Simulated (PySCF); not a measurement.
Simulated outer-valence photoelectron spectrum of `N#CC#[C][Na]`. Computed with EOM-IP-CCSD/aug-cc-pVDZ in PySCF, restricted Hartree–Fock reference, frozen core, non-relativistic, gas phase, PBE0-D3(BJ)/def2-SVP geometry.

Each root has a Gaussian of 0.8 eV full width with its one-hole share as area; cross sections and vibrations are left out, and the highest printed point is 100.

| ionisation energy (eV) | intensity |
| --- | --- |
| 7.9 | 0 |
| 8.0 | 1 |
| 8.1 | 1 |
| 8.2 | 3 |
| 8.3 | 6 |
| 8.4 | 11 |
| 8.5 | 19 |
| 8.6 | 30 |
| 8.7 | 43 |
| 8.8 | 57 |
| 8.9 | 70 |
| 9.0 | 78 |
| 9.1 | 80 |
| 9.2 | 76 |
| 9.3 | 66 |
| 9.4 | 55 |
| 9.5 | 43 |
| 9.6 | 35 |
| 9.7 | 31 |
| 9.8 | 31 |
| 9.9 | 34 |
| 10.0 | 37 |
| 10.1 | 39 |
| 10.2 | 38 |
| 10.3 | 34 |
| 10.4 | 29 |
| 10.5 | 22 |
| 10.6 | 15 |
| 10.7 | 10 |
| 10.8 | 6 |
| 10.9 | 4 |
| 11.0 | 3 |
| 11.1 | 4 |
| 11.2 | 7 |
| 11.3 | 12 |
| 11.4 | 19 |
| 11.5 | 29 |
| 11.6 | 41 |
| 11.7 | 56 |
| 11.8 | 70 |
| 11.9 | 84 |
| 12.0 | 95 |
| 12.1 | 100 |
| 12.2 | 99 |
| 12.3 | 92 |
| 12.4 | 80 |
| 12.5 | 64 |
| 12.6 | 48 |
| 12.7 | 33 |
| 12.8 | 21 |
| 12.9 | 12 |
| 13.0 | 7 |
| 13.1 | 3 |
| 13.2 | 1 |
| 13.3 | 1 |
| 13.4 | 0 |

Where are the maxima, and how many lines lie under the curve?

3 maxima, at 9.1, 10.1 and 12.1 eV, from 4 lines (6 roots with degenerate partners counted). At this width some lines have no maximum of their own.

List the lines with their holes.

```
E (eV)  leading hole (HF orbital)  area  Koopmans (eV)
  9.08                HOMO/HOMO-1  1.91           9.07
 10.14                     HOMO-2  0.91          12.01
 11.86                     HOMO-5  0.91          14.43
 12.24              HOMO-3/HOMO-4  1.84          12.94
```

The widest gap, 1.72 eV, lies between 10.14 and 11.86 eV. Only orbitals with −ε under 21 eV, eight at most, were ionised, so the high end of the curve may lack lines.
